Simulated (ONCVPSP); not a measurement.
## Transferability test, ONCV potential for tantalum (Ta)

tantalum (Ta), optimised norm-conserving Vanderbilt (ONCV), made with ONCVPSP 4.0.1 (LDA (Perdew-Wang 92), scalar-relativistic). Core [Kr] 4d10 4f14, reference 5s2 5p6 5d3 6s0.5 (charge +1.5). Waves: 5s+6s: rc 1.90 bohr, ncon 4, nbas 8, qcut 7.6 1/bohr, 2 projectors; 5p: rc 1.50 bohr, ncon 5, nbas 8, qcut 5.3 1/bohr, 3 projectors, debl 4 Ha; 5d: rc 2.15 bohr, ncon 4, nbas 9, qcut 8.1 1/bohr, 1 projector. Local part: polynomial inside 0.95 bohr (lpopt 2, dvloc0 0 Ha). Core correction: none.

Energies are relative to the spin-unpolarised reference configuration 5s2 5p6 5d3 6s0.5; without spin polarisation the order of configurations can differ from experiment.

| valence configuration | charge | ΔE all-electron (eV) | error AE − PS (meV) |
| --- | --- | --- | --- |
| 5s2 5p6 5d3 6s2 | 0 | -15.486 | +8.1 |
| 5s2 5p6 5d3 6s1 | +1 | -6.792 | +2.6 |
| 5s2 5p6 5d3 6s0 | +2 | 8.509 | -1.8 |

Q: What are ΔE and the potential's error for 5s1 5p6 5d3 6s2?

A: ΔE = 63.969 eV all-electron; the error (AE − PS) is -356 meV.

Levels in the configuration 5s2 5p6 5d3 6s1:

```
level  all-electron (eV)  pseudo (eV)
   5s            -80.487      -80.470
   5p            -46.862      -46.854
   5d            -10.758      -10.759
   6s            -11.906      -11.908
```
